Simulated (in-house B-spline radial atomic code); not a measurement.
Radial electron density of Rh⁸⁺, [Kr] 5f1. Method: Dirac-Hartree-Fock, average of configuration, Fermi nucleus of rms radius 4.4945 fm. Calculated with a B-spline radial code for spherical atoms.

Columns: r (bohr), 4πr²n(r) (electrons per bohr), bar.

```
  0.0013    1.708 #
  0.0016    2.461 ##
 0.00199    3.589 ##
 0.00246    5.135 ###
 0.00305    7.309 #####
 0.00377    10.22 ######
 0.00468    14.17 #########
 0.00579    19.18 ############
 0.00717    25.38 ################
 0.00888    32.63 ####################
   0.011    40.48 #########################
  0.0136    48.01 ##############################
  0.0169    54.25 ##################################
  0.0209    57.59 ####################################
  0.0259     57.4 ###################################
  0.0321     54.2 #################################
  0.0397    50.45 ###############################
  0.0492    49.73 ###############################
  0.0609    54.69 ##################################
  0.0754    63.93 #######################################
  0.0934    71.22 ############################################
   0.116    69.41 ###########################################
   0.143    58.64 ####################################
   0.177    47.74 #############################
    0.22    47.12 #############################
   0.272    54.36 ##################################
   0.337    55.44 ##################################
   0.418    42.42 ##########################
   0.517    24.69 ###############
   0.641    14.71 #########
   0.793    12.99 ########
   0.983    11.29 #######
    1.22    6.601 ####
    1.51    2.309 #
    1.87   0.4587 
    2.31   0.2582 
    2.86   0.4397 
    3.55   0.3724 
    4.39    0.145 
    5.44  0.02358 
    6.74 0.001388 
    8.35 2.389e-05 
    10.3 1.02e-07
```

On this grid the curve has 4 maxima, near 0.0209, 0.0934, 0.337, 2.86 bohr.

The 5f5/2 radial function P(r) = rR(r), positive near the nucleus, with its small component Q(r) (sign convention: Q ≈ (P' + κP/r)/2c):

| r (bohr) | P | Q |
| --- | --- | --- |
| 0.0609 | 0.001236 | 0.0004659 |
| 0.0934 | 0.005006 | 0.001191 |
| 0.143 | 0.0179 | 0.002648 |
| 0.22 | 0.05554 | 0.004976 |
| 0.337 | 0.1411 | 0.007548 |
| 0.517 | 0.2907 | 0.009038 |
| 0.793 | 0.4511 | 0.007384 |
| 1.22 | 0.3981 | 0.001675 |
| 1.87 | -0.1257 | -0.003974 |
| 2.86 | -0.6618 | -0.00301 |
| 4.39 | -0.3806 | 5.635e-05 |
| 6.74 | -0.03721 | 9.967e-05 |
